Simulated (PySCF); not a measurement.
**Spin-rotation constants: `C/C=C\CC(=O)OC`, C6H10O2**

Molfile (atoms numbered from 1):
```
C6H10O2
     RDKit          3D

 18 17  0  0  0  0  0  0  0  0999 V2000
    2.4593    0.7664    0.1804 C   0  0  0  0  0  0  0  0  0  0  0  0
    1.9452   -0.6347    0.2591 C   0  0  0  0  0  0  0  0  0  0  0  0
    0.9574   -1.1350   -0.4680 C   0  0  0  0  0  0  0  0  0  0  0  0
    0.1752   -0.3633   -1.4998 C   0  0  0  0  0  0  0  0  0  0  0  0
   -0.9305    0.3715   -0.7735 C   0  0  0  0  0  0  0  0  0  0  0  0
   -0.8630    1.5049   -0.3770 O   0  0  0  0  0  0  0  0  0  0  0  0
   -1.9881   -0.4275   -0.5980 O   0  0  0  0  0  0  0  0  0  0  0  0
   -3.0923    0.0812    0.1388 C   0  0  0  0  0  0  0  0  0  0  0  0
    1.6667    1.4620   -0.0795 H   0  0  0  0  0  0  0  0  0  0  0  0
    3.2457    0.8366   -0.5727 H   0  0  0  0  0  0  0  0  0  0  0  0
    2.8864    1.0644    1.1347 H   0  0  0  0  0  0  0  0  0  0  0  0
    2.4506   -1.2826    0.9634 H   0  0  0  0  0  0  0  0  0  0  0  0
    0.6412   -2.1576   -0.3200 H   0  0  0  0  0  0  0  0  0  0  0  0
   -0.2650   -1.0478   -2.2230 H   0  0  0  0  0  0  0  0  0  0  0  0
    0.8095    0.3649   -2.0032 H   0  0  0  0  0  0  0  0  0  0  0  0
   -3.1707   -0.4713    1.0760 H   0  0  0  0  0  0  0  0  0  0  0  0
   -3.9920   -0.0692   -0.4570 H   0  0  0  0  0  0  0  0  0  0  0  0
   -2.9443    1.1432    0.3432 H   0  0  0  0  0  0  0  0  0  0  0  0
  1  2  1  0
  2  3  2  0
  3  4  1  0
  4  5  1  0
  5  6  2  0
  5  7  1  0
  7  8  1  0
  1  9  1  0
  1 10  1  0
  1 11  1  0
  2 12  1  0
  3 13  1  0
  4 14  1  0
  4 15  1  0
  8 16  1  0
  8 17  1  0
  8 18  1  0
M  END
```

The calculation used GIAO wB97X-D/pcSseg-1 magnetisability, rotational g tensor and spin-rotation constants, non-relativistic, gas phase (PySCF 2.14.0). Geometry: GFN2-xTB.

(1) Give the nuclear spin-rotation constants along the inertial axes (H = +C I·J) beside the isotropic shieldings.

(2) How do the rotational constants and the g tensor change when H9, H10, H11, H12, H13, H14, H15, H16, H17, H18 are replaced by deuterium?

## Answers

(1) Rotational constants 4.0993, 1.1778, 1.0676 GHz. A star marks the isotopologue with that one atom substituted, in its own axes.
| atom | isotope | Caa (kHz) | Cbb (kHz) | Ccc (kHz) | mean (kHz) | σ (ppm) |
| --- | --- | --- | --- | --- | --- | --- |
| H9 | 1H | -0.097 | -0.064 | -0.093 | -0.085 | 28.9 |
| H10 | 1H | -0.181 | -0.130 | -0.039 | -0.117 | 30.1 |
| H11 | 1H | -0.343 | -0.089 | -0.035 | -0.156 | 30.3 |
| H12 | 1H | -0.193 | -0.081 | 0.004 | -0.090 | 25.7 |
| H13 | 1H | -0.403 | 0.071 | -0.083 | -0.139 | 26.0 |
| H14 | 1H | -0.351 | -0.025 | -0.073 | -0.150 | 29.0 |
| H15 | 1H | -0.257 | -0.081 | -0.040 | -0.126 | 28.6 |
| H16 | 1H | -0.429 | -0.107 | 0.032 | -0.168 | 28.5 |
| H17 | 1H | 0.025 | -0.110 | -0.083 | -0.056 | 28.4 |
| H18 | 1H | -0.366 | 0.070 | -0.105 | -0.134 | 26.4 |
| C1 | 13C* | 0.597 | 0.148 | 0.144 | 0.296 | 172.6 |
| C2 | 13C* | 1.124 | 0.462 | 0.336 | 0.641 | 46.3 |
| C3 | 13C* | 1.006 | 0.457 | 0.323 | 0.596 | 56.9 |
| C4 | 13C* | 0.686 | 0.206 | 0.187 | 0.360 | 148.4 |
| C5 | 13C* | 1.996 | 0.404 | 0.341 | 0.914 | 8.9 |
| O6 | 17O* | -1.729 | -0.669 | -0.169 | -0.856 | -69.9 |
| O7 | 17O* | -0.779 | -0.299 | -0.156 | -0.412 | 156.0 |
| C8 | 13C* | 0.685 | 0.259 | 0.192 | 0.379 | 135.9 |

For the geometry as given, no vibrational averaging.

(2) Constants 3.3731, 0.9986, 0.9158 GHz; g -0.0267, -0.0065, -0.0043, against -0.0322, -0.0078, -0.0049 before.
